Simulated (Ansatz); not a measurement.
ZnSn₁₂⁺. Total charge 1; doublet. Geometry PBE-D4/def2-SVP; atoms count from 1.

```xyz
13

Zn    0.556    2.378    1.335
Sn   -0.002   -0.008   -0.004
Sn   -1.141   -2.318    1.752
Sn   -1.901    0.821    2.292
Sn   -3.022   -0.671   -0.399
Sn   -0.605   -2.587   -1.452
Sn    1.939   -2.378    0.574
Sn    1.097   -0.211    2.880
Sn    1.961   -0.769   -2.304
Sn   -1.105    0.286   -2.905
Sn    1.132    2.336   -1.673
Sn    2.971    0.726    0.429
Sn   -1.880    2.395   -0.523
```

In the def2 sets Sn takes a core potential; there is no spin–orbit coupling. Single mean-field runs in def2-TZVP are fitted with def2-universal-jkfit. The structure comes from a short search, and lower isomers may exist.

(1) Estimate the Mulliken populations from the PBE0/def2-TZVP orbitals of Ansatz.

(2) Where does the spin sit?

(3) And the Mayer bond orders between bonded heavy atoms (over 0.3, the first 40 of 41)?

Answers

(1) 
| atom | charge (e) | spin (α − β) | d electrons |
| --- | --- | --- | --- |
| Zn1 | -0.05 | 0.51 | 10.04 |
| Sn2 | -1.12 | 0.04 | – |
| Sn3 | 0.22 | 0.11 | – |
| Sn4 | 0.18 | -0.01 | – |
| Sn5 | 0.22 | 0.11 | – |
| Sn6 | 0.18 | -0.03 | – |
| Sn7 | 0.22 | 0.11 | – |
| Sn8 | 0.18 | -0.01 | – |
| Sn9 | 0.22 | 0.11 | – |
| Sn10 | 0.22 | 0.11 | – |
| Sn11 | 0.18 | -0.01 | – |
| Sn12 | 0.18 | -0.01 | – |
| Sn13 | 0.18 | -0.01 | – |
Mulliken values and Mayer orders depend strongly on the basis.

(2) Summed by element: Zn 0.51, Sn 0.49, of 1 unpaired in all. Largest on single atoms: Zn1 0.51, Sn7 0.11, Sn5 0.11.

(3) Zn1–Sn4 0.32 (3.06 Å); Zn1–Sn8 0.32 (3.06 Å); Zn1–Sn11 0.32 (3.06 Å); Zn1–Sn12 0.32 (3.06 Å); Zn1–Sn13 0.32 (3.06 Å); Sn2–Sn3 0.34 (3.12 Å); Sn2–Sn4 0.32 (3.09 Å); Sn2–Sn5 0.34 (3.12 Å); Sn2–Sn6 0.37 (3.02 Å); Sn2–Sn7 0.34 (3.12 Å); Sn2–Sn8 0.32 (3.09 Å); Sn2–Sn9 0.34 (3.12 Å); Sn2–Sn10 0.34 (3.12 Å); Sn2–Sn11 0.32 (3.09 Å); Sn2–Sn12 0.32 (3.09 Å); Sn2–Sn13 0.32 (3.09 Å); Sn3–Sn4 0.35 (3.27 Å); Sn3–Sn5 0.35 (3.30 Å); Sn3–Sn6 0.36 (3.26 Å); Sn3–Sn7 0.35 (3.30 Å); Sn3–Sn8 0.35 (3.27 Å); Sn4–Sn5 0.35 (3.27 Å); Sn4–Sn8 0.40 (3.23 Å); Sn4–Sn13 0.40 (3.23 Å); Sn5–Sn6 0.36 (3.26 Å); Sn5–Sn10 0.35 (3.30 Å); Sn5–Sn13 0.35 (3.27 Å); Sn6–Sn7 0.36 (3.26 Å); Sn6–Sn9 0.36 (3.26 Å); Sn6–Sn10 0.36 (3.26 Å); Sn7–Sn8 0.35 (3.27 Å); Sn7–Sn9 0.35 (3.30 Å); Sn7–Sn12 0.35 (3.27 Å); Sn8–Sn12 0.40 (3.22 Å); Sn9–Sn10 0.35 (3.30 Å); Sn9–Sn11 0.35 (3.28 Å); Sn9–Sn12 0.35 (3.28 Å); Sn10–Sn11 0.35 (3.28 Å); Sn10–Sn13 0.35 (3.27 Å); Sn11–Sn12 0.40 (3.22 Å).
